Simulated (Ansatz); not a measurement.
# Two structures, one formula

Two relaxed structures of MgInH3, singlet (PBE0-D4/def2-TZVP; forces vanish, vibrations not checked).

A:

```xyz
5
angstrom
Mg 0.1874 -1.4107 0.9784
In -0.1165 0.8709 -0.6045
H 0.3741 -2.8082 1.9499
H -1.3334 1.0529 -1.8457
H 0.8884 2.2951 -0.4782
```

B:

Mg1  (-0.445, -0.910, 1.565)
In2  (0.230, 0.765, -0.903)
H3  (1.394, -0.373, -1.485)
H4  (-1.392, 0.715, -1.501)
H5  (0.752, 2.119, 0.039)
(Å)

Ansatz 0.2.0; basis: def2-TZVPP; cores frozen in the correlated methods. Filled d shells of the heavier atoms are correlated. Core potentials replace the inner electrons of the atoms past krypton. The outer core shell of Li, Na, Mg and K is correlated. The def2 sets are not built for correlating such inner shells, so the correlated values are less sure here. B3LYP uses VWN-RPA correlation.

(1) Which structure is lower at CCSD(T), and by how much? (To be estimated.)

T1 diagnostic: at most 0.014. The restricted Hartree–Fock reference is unstable towards an unrestricted one at one or more of these structures.

Results:

(1) The calculation gives: A, by 0.082 eV (electronic energy, against the other). By their contacts, A is MgInH₃ ([MgH][InH2]) and B is MgInH₃ ([Mg][InH3]).

All methods give the same order:

```json
{"method": "PBE-D4", "E(B) − E(A) (eV)": "0.037"}
{"method": "r2SCAN-D4", "E(B) − E(A) (eV)": "0.194"}
{"method": "PBE0-D4", "E(B) − E(A) (eV)": "0.100"}
{"method": "B3LYP-D4", "E(B) − E(A) (eV)": "0.083"}
{"method": "wB97M-V", "E(B) − E(A) (eV)": "0.051"}
{"method": "HF", "E(B) − E(A) (eV)": "0.317"}
{"method": "MP2", "E(B) − E(A) (eV)": "0.127"}
{"method": "CCSD", "E(B) − E(A) (eV)": "0.115"}
{"method": "CCSD(T)", "E(B) − E(A) (eV)": "0.082"}
```

Labels in which every atom is bracketed show which atoms are joined, not bond orders.

For scale, one of the runs: CCSD(T)/def2-TZVPP, 124 basis functions, launched by `ansatz run in.yaml --threads 2 --pin off --events-out ev --progress --plain --max-ram 4352MiB`. The run took 11 s on 2 CPU threads of an Intel Xeon 6975P-C (shared host), with 0.77 GiB of host memory at its peak.
